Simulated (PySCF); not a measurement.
## input.py for K

Input:

```python
from pyscf import gto, scf, mp

mol = gto.M(
    atom='K 0 0 0',
    basis='jorge-dzp',
    charge=0,
    spin=1,
    verbose=3,
)
mf = scf.UHF(mol)
field = 0.01  # electric field along z, atomic units
h = mf.get_hcore() + field*mol.intor('int1e_r')[2]
mf.get_hcore = lambda *args: h
e_nuc = mol.energy_nuc() - field*mol.atom_charges() @ mol.atom_coords()[:, 2]
mf.energy_nuc = lambda *args: e_nuc
mf.kernel()
mp.MP2(mf, frozen=5).kernel()
mf.dip_moment()
print('orbital energies (hartree):', [e[max(0, n-3):n+3].round(4) for e, n in zip(mf.mo_energy, mol.nelec)])
```

```bash
$ OMP_NUM_THREADS=1 python input.py
```

Output (some set-up lines and the per-cycle HOMO/LUMO lines with their warnings removed):

```
converged SCF energy = -599.161633750648  <S^2> = 0.7501308  2S+1 = 2.0001308
E(UMP2) = -599.195882360637  E_corr = -0.0342486099895217
E(SCS-UMP2) = -599.194969300722  E_corr = -0.0333355500740715
Dipole moment(X, Y, Z, Debye):  0.00000,  0.00000,  5.37003
orbital energies (hartree): [array([-0.9613, -0.9607, -0.1583,  0.0548,  0.0548,  0.0583]), array([-0.959 , -0.959 , -0.957 ,  0.0104,  0.0893,  0.0906])]
```

In short: E(SCF) = -599.161634 Eh, E(MP2) − E(SCF) = -0.03425 Eh, ⟨S²⟩ = 0.750.

It ran on AMD EPYC 7R13 (1 thread, shared host) in 0.92 s.

No search for the lowest solution was made.
